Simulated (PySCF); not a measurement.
Fractional electron number in Rh(2+) (rhodium, charge +2)

The 4d beta orbital of [Kr] 4d7 is emptied in steps (occupation f), with all orbitals relaxed, ending at [Kr] 4d6. Calculation: PySCF 2.14, in aug-cc-pVDZ-PP with ECP28MDF (5s5p4d2f, 54 functions); a scalar-relativistic core potential. The exact energy is a straight line in f; departures are measured from the line between the end points of the same method.

```csv
f,BHandHLYP (eV),wB97X (eV),HSE06 (eV)
1,0.000,0.000,0.000
0.8,-0.415,-0.313,-0.783
0.6,-0.627,-0.475,-1.176
0.4,-0.633,-0.480,-1.177
0.2,-0.425,-0.322,-0.785
0,0.000,0.000,0.000
```

```csv
method,E(f=0) − E(f=1) (eV),−ε at f=1 (eV),−ε at f=0.4 (eV)
BHandHLYP,30.877,28.306,31.378
wB97X,30.979,29.046,31.356
HSE06,31.009,26.128,31.987
```

Orbital energy along the path (eV):

```tsv
f	BHandHLYP	wB97X	HSE06
1	-28.306	-29.046	-26.128
0.8	-29.304	-29.787	-28.065
0.6	-30.328	-30.556	-30.021
0.4	-31.378	-31.356	-31.987
0.2	-32.453	-32.187	-33.955
0	-33.561	-32.928	-35.904
```

Reference removal energy between the ground levels: 31.06 eV (semi-empirical (NIST evaluation); NIST Atomic Spectra Database, ionization energies). The calculation has no spin-orbit coupling. The determinant left behind need not be the lowest term of the ion.
